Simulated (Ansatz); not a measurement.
# Ligand exchange: B(CH3)2(NH2) + C2H6GeO → B(CH3)2(OH) + C2H7GeN

Species: B(CH3)2(NH2), singlet; C2H6GeO `C[CH2][Ge][OH]`, singlet; B(CH3)2(OH), singlet; C2H7GeN `C[CH2][Ge][NH2]`, singlet. The partners trade NH2 for OH: B–NH2 and Ge–OH bonds give way to B–OH and Ge–NH2.

Shapes, held fixed at every level: PBE0-D4/def2-TZVP. Flexible molecules stand in one conformer, not always the lowest. Programs: Ansatz 0.2.0. The zero-point and thermal change to 298 K, harmonic and unscaled (PBE0-D4/def2-TZVP), is +0.3 kJ/mol.

(1) Estimate ΔH(298 K) of this reaction.

Results:

(1) The highest level, CCSD(T)/def2-TZVPP, gives ΔH(298 K) = +1.1 kJ/mol; the levels span -5.0 to +7.4. That is about zero within the method's error. They disagree on the sign: 7 of 8 are positive. The column of differences is taken from that level and isn't an error. No measured value is set beside it here. Relativity is left out for Ge. Outer-core shells of Ge are correlated, in sets that cover them unevenly. Times are processor times on shared x86 and Arm servers, and rough.

```csv
level,kind,ΔH(298 K) (kJ/mol),less CCSD(T)/def2-TZVPP,CPU time (sum over the molecules)
SPW92/def2-TZVPP,LDA,+7.4,+6.3,16 s
PBE-D4/def2-TZVPP,GGA,+7.3,+6.2,29 s
PBE0-D4/def2-TZVPP,global hybrid,+4.4,+3.3,32 s
wB97X-V/def2-TZVPP,range-separated hybrid,+4.8,+3.7,77 s
B2PLYP/def2-TZVPP,double hybrid,+4.0,+2.9,58 s
MP2/def2-SVP,perturbation theory,-5.0,-6.1,–
CCSD/def2-TZVPP,coupled cluster or CI,+0.5,-0.6,–
CCSD(T)/def2-TZVPP,coupled cluster or CI,+1.1,0.0,16 min
```
